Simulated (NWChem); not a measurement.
# C2H2F2; SMILES F/C=C\F

```xyz
6

F     -1.3905     0.0000     0.5508
C     -0.6638     0.0000    -0.5778
C      0.6638     0.0000    -0.5778
F      1.3905     0.0000     0.5508
H     -1.2493     0.0000    -1.4903
H      1.2493     0.0000    -1.4903
```
Atoms are numbered in this order, from 1.

Results from NWChem. Structure relaxed at the B3LYP/6-31G* (spherical d) level. Ions are spin-unrestricted doublets at the neutral geometry; other ion states weren't tried. Functional: LC-ωPBE (HJS hole) with def2-SVP; rows give the range parameter ω in 1/bohr.

```csv
range parameter (1/bohr),"vertical ionisation energy, ΔSCF (eV)",−ε(HOMO) (eV),ΔSCF minus −ε(HOMO) (eV)
0.15,10.08,8.15,1.93
0.30,10.22,9.59,0.63
0.40,[?],[?],[?]
0.50,10.42,10.65,-0.23
0.80,10.60,11.34,-0.74
```

Task: Complete the blanks.

Result: 
- 0.40, vertical ionisation energy, ΔSCF (eV): 10.33
- 0.40, −ε(HOMO) (eV): 10.21
- 0.40, ΔSCF minus −ε(HOMO) (eV): 0.12
